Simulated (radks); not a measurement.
The numbers below are computed, except where a source is named.
The mean radii <r> (bohr) of the occupied orbitals of an atom or ion are listed with their occupations. Level of theory: scalar-relativistic Kohn-Sham, BLYP, spin-polarised, spherical densities, finite nucleus; Fermi nuclear charge, rms radius of each element as measured or else 0.836 A^(1/3) + 0.57 fm (a radial shooting solver on a logarithmic mesh with Libxc functionals).

orbital  occ.      <r>
1s up       1  0.02232
1s down     1  0.02232
2s up       1  0.09512
2s down     1  0.09512
2p up       3  0.08389
2p down     3  0.08389
3s up       1   0.2497
3s down     1   0.2495
3p up       3   0.2482
3p down     3   0.2479
3d up       5   0.2261
3d down     5   0.2258
4s up       1   0.5641
4s down     1   0.5642
4p up       3   0.5962
4p down     3   0.5963
4d up       5   0.6461
4d down     5   0.6463
5s up       1    1.278
5s down     1    1.289
5p up       3    1.424
5p down     1    1.445
4f up       5   0.7934

Name the element and its charge. Open shells, if any, are filled with parallel spins first.

Answer. Z = 63, europium, charge +6: Eu6+ in [Kr] 4d10 4f5 5s2 5p4. The 1s radius gives Z: for a bare nucleus <r> = (2 gamma + 1)/(2Z) with gamma = sqrt(1 - (Z/c)^2), 0.02203 bohr for Z = 63, and screening makes it slightly larger (0.02232 here). The occupations add up to 57, and the charge is Z minus that.
